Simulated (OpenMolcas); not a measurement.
## Xe6+: effect of the IPEA shift

| Property | Result |
| --- | --- |
| Program | OpenMolcas 26.06 |
| Basis | ANO-RCC-VTZP [7s6p4d2f1g] |
| Scalar Hamiltonian | DKH2, point nucleus |
| Active space | 2 electrons in 4 orbitals (5s 5p) |
| State averaging | 2S+1 = 3 even, 3 roots; 2S+1 = 1 even, 7 roots; 2S+1 = 3 odd, 3 roots; 2S+1 = 1 odd, 3 roots |
| Spin-orbit coupling | state interaction with AMFI integrals over the reference wave functions, term energies averaged over their components |

Methods on the same reference wave functions:
A. CASSCF
B. MS-CASPT2, IPEA 0 Eh, imaginary shift 0.1 Eh (closed shells correlated: 4d)
C. MS-CASPT2, IPEA 0.25 Eh, imaginary shift 0.1 Eh (closed shells correlated: 4d)

Energies in cm-1 above 5s2 1S0, the measured ground level; measured values from Saloman, J. Phys. Chem. Ref. Data 33, 765 (2004).

```json
{"Level": "5s2 1S0", "A": "0.0", "B": "0.0", "C": "0.0", "Measured": "0.0"}
{"Level": "5s 5p 3P* 0", "A": "92058", "B": "97250", "C": "97350", "Measured": "96141"}
{"Level": "5s 5p 3P* 1", "A": "96420", "B": "101210", "C": "101330", "Measured": "100451"}
{"Level": "5s 5p 3P* 2", "A": "107775", "B": "112960", "C": "113060", "Measured": "113676"}
{"Level": "5s 5p 1P* 1", "A": "153478", "B": "141120", "C": "141870", "Measured": "143259"}
{"Level": "5p2 3P0", "A": "224742", "B": "225400", "C": "225760", "Measured": "223673"}
{"Level": "5p2 3P1", "A": "233455", "B": "235030", "C": "235360", "Measured": "234685"}
{"Level": "5p2 1S0", "A": "283819", "B": "274950", "C": "275550", "Measured": "273208"}
```

Deviations, from unrounded energies. A percentage is the sum of absolute deviations over the sum of measured energies, with the sign that they share, or ± where signs differ.

```csv
Against measurement,Levels,A,B,C
mean absolute deviation (cm-1),7,5300,1200,1300
other configurations (%),7,±3.1,±0.7,±0.8
```

B lies closest to measurement on these levels and A furthest from it. The largest miss of B in the table is 5s 5p 1P* 1, by -2100 cm-1. The ranking rests on the paired levels alone, and a cruder setting can come out closer through cancelling errors.

Between B and C the level of the table that moves most is 5s 5p 1P* 1, by 750 cm-1 (lowest in B, highest in C). Moves below CASPT2's spread within the term are not significant.

The lowest spin-free term lies below A's lowest term by 0.425 hartree in B, 0.424 hartree in C.

Over all roots computed the reference weight is 0.88 to 0.96 in B, 0.90 to 0.96 in C; the roots of lowest weight are the least certain, and an intruder state may touch them. The ¹D term of p² mixes with s d, which this space lacks. Computed and measured levels are paired by configuration, term and J; levels that our copy of the source lacks, or whose pairing is in doubt (as where it misses far off the trend of its configuration), stay unpaired and out of the deviations. Only configurations of the active space appear. The table leaves out levels that lie high or whose names do not pair safely across all columns.

* marks odd parity.
